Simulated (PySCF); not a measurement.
**Working out the excitation energy of In**

In [Kr] 4d10 5s2 5p1 (2P) → In [Kr] 4d10 5s1 5p1 5d1 (high-spin determinant). All numbers are calculated (PySCF 2.14, scalar relativity through the core potential, in aug-cc-pVTZ-PP with ECP28MDF). Frozen: 4s2 4p6 4d10. Energies in hartree (1 hartree = 27.21139 eV):

```tsv
part	In (lower)	In (upper)
UHF	-189.210364	-188.921635
CCSD correlation	-0.041641	-0.011641
(T)	-0.000789	-0.001334
```

**Question.** What does Hartree-Fock give?

**Answer.** (-188.921635) − (-189.210364) = 0.288729 hartree = 7.857 eV.

**Question.** What do CCSD and CCSD(T) give?

**Answer.** The CCSD correlation energies differ by 0.030000 hartree = 0.816 eV and the triples by -0.000545 hartree = -0.015 eV, so CCSD gives 8.673 eV and CCSD(T) 8.658 eV.

One determinant mixes LS terms, so it does not stand for a single term.

The upper state lies above the first ionisation limit, but in LS coupling its spin forbids autoionisation to the ground ion; at this Z spin-orbit coupling breaks that rule.

The coupled-cluster amplitudes are large, so a single reference is strained.
